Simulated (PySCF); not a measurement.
## Electronic absorption of C6H9GeP

Species: C6H9GeP.
Bonds: P1–Ge2, Ge2–C3, C3–C4 (aromatic), C4–C5 (aromatic), C5–C6 (aromatic), C6–C7 (aromatic), C7–C8 (aromatic), C3–C8 (aromatic). Hydrogens: H9, H10 on P1; H11, H12 on Ge2; H13 on C4; H14 on C5; H15 on C6; H16 on C7; H17 on C8.

Computed, not measured: PySCF, TDDFT PBE0/def2-SVPD, vertical, gas phase, core orbitals frozen in the response. Isolated species at its PBE0-D3(BJ)/def2-SVP geometry (one conformer only). The PBE0/def2-SVPD calculation is non-relativistic and has no spin–orbit coupling, an omission that weighs most on germanium. Torsions of this conformer, `[PH2:1][GeH2:2][c:3]1[cH:4][cH:5][cH:6][cH:7][cH:8]1`: P1–Ge2–C3–C4 -96°, H–P1–Ge2–C3 -49°, H–P1–Ge2–C3 44°.

```
state  E (eV)  ν̃ (cm⁻¹)       f  main configurations (H = HOMO, L = LUMO)
   S1    5.27      42480  0.0006                  H→L+1 (47%), H-1→L (44%)
   S2    5.52      44560   0.280                                 H→L (91%)
   S3    5.98      48260   0.020   H-2→L+1 (41%), H→L+1 (40%), H-1→L (16%)
   S4    6.08      49000  0.0037                H-2→L (71%), H-1→L+1 (22%)
   S5    6.26      50510   0.019                               H→L+2 (89%)
   S6    6.43      51830   0.010                  H→L+4 (52%), H→L+3 (37%)
   S7    6.58      53100   0.455   H-1→L+1 (35%), H→L+5 (19%), H→L+3 (11%)
   S8    6.66      53740   0.151   H-2→L+1 (34%), H-1→L (29%), H→L+1 (10%)
   S9    6.72      54180   0.033     H→L+5 (49%), H→L+3 (21%), H→L+4 (14%)
  S10    6.78      54670   0.078   H-3→L (23%), H→L+5 (19%), H-1→L+1 (17%)
```

Triplets, Tamm–Dancoff:

```
state  E (eV)  λ (nm)  main configurations (H = HOMO, L = LUMO)
   T1    3.97   312.5     H→L (44%), H-1→L+1 (32%), H-2→L (17%)
   T2    4.62   268.5   H-1→L (57%), H→L+1 (27%), H-2→L+1 (10%)
   T3    4.63   267.8                  H-1→L+1 (61%), H→L (30%)
   T4    4.99   248.4   H→L+1 (48%), H-1→L (38%), H-2→L+1 (12%)
```

The lowest singlet comes at 235 nm (508 kJ/mol) in the ultraviolet; it is very weak; its leading configuration is HOMO→LUMO+1 (47%). The strongest level in the table is S7 at 6.58 eV (188 nm, f = 0.455). Löwdin shares by element: HOMO phosphorus 38%, carbon 24% or more, germanium 8% (atoms not listed hold the other 30%); LUMO carbon 59% or more (atoms not listed hold the other 41%). The listed states span 1.51 eV, and the widest gap between neighbours is 0.46 eV (S2 to S3). Orbital energies (eV): HOMO-3 -8.88, HOMO-2 -7.81, HOMO-1 -7.51, HOMO -7.05, LUMO -0.79, LUMO+1 -0.50, LUMO+2 0.19. The oscillator strengths of these states sum to 1.051; summed over the whole spectrum of an exact calculation they would give the number of electrons, 92 (Thomas–Reiche–Kuhn). No computed singlet lies in the visible range (380 to 750 nm); the lowest, at 235 nm, stands 2.00 eV above its violet end (3.26 eV). The vertical ionisation energy (ΔSCF) is 8.63 eV, 1.85 eV above S10. Only the lowest 10 singlets were computed, as vertical energies without vibronic structure.

On x86-64 server, one thread, no GPU, on a shared host, this took 3.6 min of wall time.
